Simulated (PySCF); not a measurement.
Compound: C₈H₉O (charge +1).
Bonds: C1–C2 (aromatic), C2–C3 (aromatic), C3–C4 (aromatic), C4–C5, C5–C6, C6–C7, C4–O8 (aromatic), O8–C9 (aromatic), C1–C9 (aromatic), C5–C7. Hydrogens: H10 on C1; H11 on C2; H12 on C3; H13 on C5; H14, H15 on C6; H16, H17 on C7; H18 on C9.

Structure optimised with GFN2-xTB, isolated species.

Problem. What internal coordinates does the optimisation give?

Solution. 
```tsv
bond	length (Å)	order
C1–C2	1.406	aromatic
C2–C3	1.378	aromatic
C3–C4	1.403	aromatic
C4–C5	1.442	single
C5–C6, C5–C7	1.530	single
C6–C7	1.472	single
C4–O8	1.326	aromatic
O8–C9	1.320	aromatic
C1–C9	1.366	aromatic
C1–H10	1.077	single
C2–H11	1.079	single
C3–H12	1.078	single
C5–H13	1.081	single
C6–H14, C7–H17	1.079	single
C6–H15, C7–H16	1.079	single
C9–H18	1.082	single
```

Bonds in one row agree within 0.01 Å and their mean is given. Orders are formal, as drawn. A selection of angles:
```tsv
angle	degrees
C2–C1–C9	117.8
C1–C2–C3	119.2
C2–C3–C4	119.3
C3–C4–C5	123.5
C3–C4–O8	119.6
C5–C4–O8	117.0
C4–C5–C6	119.4
C6–C5–C7	57.5
C5–C6–C7	61.3
C4–O8–C9	121.8
C1–C9–O8	122.4
```

Dihedral angles: C3–C4–C5–C6 146° (anticlinal); C4–C5–C6–C7 108° (anticlinal); C4–C5–C7–C6 -108° (anticlinal).

Of the pairs four or more bonds apart, O8···H17 is among the closest relative to their van der Waals radii: 2.61 Å, 96 % of the sum of Bondi's values. The 3-membered ring C5–C6–C7 has internal angles of 57.5° to 61.3°. The 8 C–C bonds span 1.366 Å (C1–C9, aromatic) to 1.530 Å (C5–C6, drawn single), a spread of 0.164 Å. The 6-membered ring C1–C2–C3–C4–O8–C9 has internal angles of 117.8° to 122.4°; it is planar, 0.00 Å rms from its mean plane, widest ring torsion 0°. C1 (aromatic CH carbon) is planar (angles 121.5°, 120.7° and 117.8°, sum 360.0°, 0.00 Å off the plane of its three neighbours). C4 (substituted aromatic carbon) is planar (angles 123.5°, 119.6° and 117.0°, sum 360.0°, 0.00 Å off the plane of its three neighbours). C2 (aromatic CH carbon) is planar (angles 120.7°, 120.2° and 119.2°, sum 360.0°, 0.00 Å off the plane of its three neighbours).

Point group: Cs (tolerance 0.08 Å). GFN2-xTB frequencies: not computed here.

One conformer stands for the species.
